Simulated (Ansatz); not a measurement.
Calculated with Ansatz (gas phase, PBE0-D4/def2-TZVP geometries, no zero-point term in ΔE). CCSD(T)/CBS is the MP2 limit (def2-TZVPP, def2-QZVPP) plus CCSD(T) − MP2 in def2-TZVPP, frozen cores. DFT in def2-TZVPP. B3LYP here is the variant with VWN-RPA as its local correlation; programs differ in this. HSE06 is defined as in plane-wave codes. One conformer a species, not always the lowest.

Reaction (redistribution): `O=C=N[Si](F)(F)F` + `CO[SiH2]F` → `CO[Si](F)(F)F` + `O=C=N[SiH2]F`

```tsv
level	ΔE (kJ/mol)	difference from CCSD(T)/CBS
LDA (SPW92)	-2.5	3.4
B3LYP-D4	-5.0	0.9
r2SCAN0-D4	-5.8	0.1
HSE06-D4	-5.0	0.9
CAM-B3LYP-D4	-4.9	1.0
r2SCAN	-5.0	0.9
HSE06	-5.2	0.7
CAM-B3LYP	-5.1	0.8
MP2/def2-SVP	-5.7	0.2
SCS-MP2/def2-QZVPP	-6.3	-0.4
CCSD(T)/CBS	-5.9	0
```

Largest T1 diagnostic among the species: 0.015.

Leaving LDA and LC-ωPBE aside and taking each functional with its dispersion term where it has one, the values, not all of them listed here, spread over 3.5 kJ/mol, from BHLYP-D4 to B97M-V.
